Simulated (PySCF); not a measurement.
Excitations are Tamm–Dancoff values on a coarser integration grid. The basis has no diffuse functions, so Rydberg states are missing or too high.

# BBr₂I, SMILES `BrB(Br)I` (charge 0, multiplicity 1)

Method: PBE-D3(BJ)/def2-TZVP (PySCF).

| Quantity | Value |
|---|---|
| HOMO | -6.62 eV |
| dipole moment | 0.15 D |
| HOMO–LUMO gap | 3.55 eV |
| LUMO | -3.07 eV |
| S1 excitation (TDA) | 3.62 eV |
| S1 oscillator strength | 0.000 |
| brightest of the four lowest singlets (TDA) | 4.70 eV |
| T1 excitation (TDA) | 3.47 eV |
| S1–T1 gap (TDA) | 0.15 eV |
| total energy | -5470.1560 Ha |
| cost | around 50 core-seconds (rough) |

Bonded distances (Å): Br1–B2 1.909, B2–Br3 1.909, B2–I4 2.126. Bond angles (°): Br1–B2–Br3 119.8, Br1–B2–I4 120.1, Br3–B2–I4 120.1.
Charge 0, spin multiplicity 1.
